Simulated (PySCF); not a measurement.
# ZnI: mean field, correlation and small terms against distance

State: ²Σ⁺, doublet, unpaired electrons σ ↑. ROHF-based CCSD(T) in PySCF 2.14 with Zn aug-cc-pVDZ-PP with ECP10, I aug-cc-pVDZ-PP with ECP28 and Zn aug-cc-pVTZ-PP with ECP10, I aug-cc-pVTZ-PP with ECP28 (frozen core orbitals: 13; scalar-relativistic core potentials). Correlation energies are extrapolated as n⁻³ (n = 2, 3), Hartree–Fock as (n+1)·exp(−9√n). All energies in eV from Zn + I.

```csv
R (Å),HF/CBS,CCSD corr.,(T),total
2.2113,-0.648,-0.080,-0.0465,-0.775
2.3119,-1.008,-0.017,-0.0421,-1.068
2.4124,-1.189,0.030,-0.0396,-1.198
2.5129,-1.244,0.064,-0.0389,-1.219
2.6134,-1.212,0.084,-0.0402,-1.169
2.7390,-1.092,0.091,-0.0445,-1.046
2.8647,-0.917,0.079,-0.0516,-0.889
```

A fit to the total gives Re = 2.4862 Å, De = 1.222 eV, ωe = 224.0 cm⁻¹, Be = 0.06415 cm⁻¹ (masses 63.9291 and 126.9045 u).

Question: At R = 2.5129 Å the CCSD correlation energy is -0.523876 hartree in the smaller basis and -0.629706 in the larger. Extrapolate it.

Answer: (3³·E3 − 2³·E2)/(3³ − 2³) = -0.67427 hartree; the larger basis holds 93.4 % of it.

The T1 diagnostic is 0.026. The state was picked by a PBE0 search and need not be the measured ground state. Spin–orbit coupling, excitations beyond (T) and corrections to the Born–Oppenheimer picture are left out, and spin–orbit coupling matters for open p, d or f shells this heavy.
